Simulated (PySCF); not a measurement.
Computed shifts of a molecule C5H8S, PySCF with PBE/pcSseg-1, GIAO, gas phase, atoms alike by connectivity averaged where their shifts nearly agree, in ppm (number of nuclei): ¹³C: 87.8 (1), 77.6 (1), 40.3 (1), 25.8 (1), 16.3 (1). ¹H: 3.75 (1), 2.48 (1), 2.46 (3), 1.75 (3). References: ¹³C against TMS (σ = 182.0 ppm); ³³S against H2S (σ = 706.5 ppm); ¹H against TMS (σ = 31.49 ppm), references at their B3LYP-D3(BJ)/def2-TZVP geometries, non-relativistic. Coordinates come from a r2SCAN-D4/def2-SVP optimisation. Other conformers were not sampled.

**Question.** Which molecule gave these data?
(A) C=C=CSCC
(B) C#CCCCS
(C) C=C=CCCS
(D) C#C[C@H](C)SC

**Answer.** D, C#C[C@H](C)SC
